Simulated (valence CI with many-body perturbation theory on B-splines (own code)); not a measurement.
**Re LIII in brief**

Method: configuration interaction combined with many-body perturbation theory (CI+MBPT): five valence electrons over a frozen Dirac-Fock core [Ar], radial functions for each j: 7 s, 7 p, 8 d, 6 f, 4 g, 1 h, with the one-electron correlation potential Σ1 (screened to all orders), the two-electron term Σ2, the three-electron term Σ3, Breit, model QED; selected single and double excitations, second order for the rest, scaled by the run's own slope (own B-spline code, finite nucleus).

The last digits are not significant, and no measured levels were compared; by estimate large intervals hold to a few tenths of a per cent, small ones and those within an open d or f shell to about a per cent. Among the levels kept, up to 570 cm⁻¹ of a level comes from second order outside the variational space, and about a tenth of that is noise between levels of different J, which matters for small intervals. Only levels of the ground parity were solved; by the run's estimate the other parity begins above the list, which can be wrong where configurations are misplaced.

Levels are named by their leading jj configuration (3d3/2^4 stands for four electrons in 3d with j = 3/2), which in mixed levels can hold well under half, so a name can repeat and another be missing.

Rates and lifetimes use the calculated energies. Strong lines usually hold to 10 to 20 %, long lifetimes can be off by a factor of two.

Task: What is the ground level?

Result: (3d3/2^4 3d5/2) J=5/2, composition 26 % 3d⁵ ²D + 25 % 3d⁵ ⁴P + 18 % 3d⁵ ²F, g = 1.275.

Task: What is the ionisation energy?

Result: 4877.6 eV; NIST lists 4877 ± 4 eV (theoretical).

Task: How well does LS coupling describe the low levels?

Result: Among the lowest 20 levels the leading LS term, summed over configurations, holds 49 % on average. For single configurations the figures are 49 % in LS and 98 % in jj coupling. Terms mix most in the J = 5/2 level at 0.00 eV, where the leading one holds 26 %.
